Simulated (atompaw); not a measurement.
**u(r) = r·R(r): atom against pseudo-atom (niobium)**

Columns: radius, all-electron u(r) and pseudo u(r) of the 4p shell (level -40.97 eV) of niobium in the configuration [Ar] 3d10 4s2 4p6 4d4 5s0 5p0; PBE, scalar-relativistic, PAW (atompaw) scheme, atompaw 4.2.0.5.

```
r (bohr)  all-electron  pseudo
   0.104        0.2895  0.0218
   0.208       -0.2295  0.0850
   0.312       -0.5084  0.1830
   0.415       -0.3934  0.3050
   0.519       -0.0814  0.4420
   0.623        0.2630  0.5810
   0.727        0.5568  0.7103
   0.831        0.7719  0.8194
   0.935        0.9081  0.9003
   1.038        0.9756  0.9486
   1.142        0.9907  0.9656
   1.246        0.9673  0.9532
   1.350        0.9182  0.9144
   1.454        0.8536  0.8535
   1.558        0.7810  0.7810
   1.662        0.7059  0.7059
   1.765        0.6326  0.6326
   1.869        0.5618  0.5618
   1.973        0.4959  0.4959
   2.077        0.4354  0.4354
   2.181        0.3807  0.3807
   2.285        0.3316  0.3316
   2.388        0.2884  0.2884
   2.492        0.2498  0.2498
   2.596        0.2158  0.2158
   2.700        0.1861  0.1861
```

Problem. How many radial nodes do the two functions have?

Solution. The all-electron 4p function has n − l − 1 = 2; the pseudo-wave has 0, since the states of the same l below it are removed with the core.

Problem. At about which radius was the pseudo-wave matched?

Solution. 1.50 bohr, where the columns begin to agree (steps of 0.10 bohr).

Problem. Is the pseudo-wave norm-conserving?

Solution. No, it belongs to a PAW set: the norm inside the radius is not constrained, and the difference is carried by the augmentation charge.
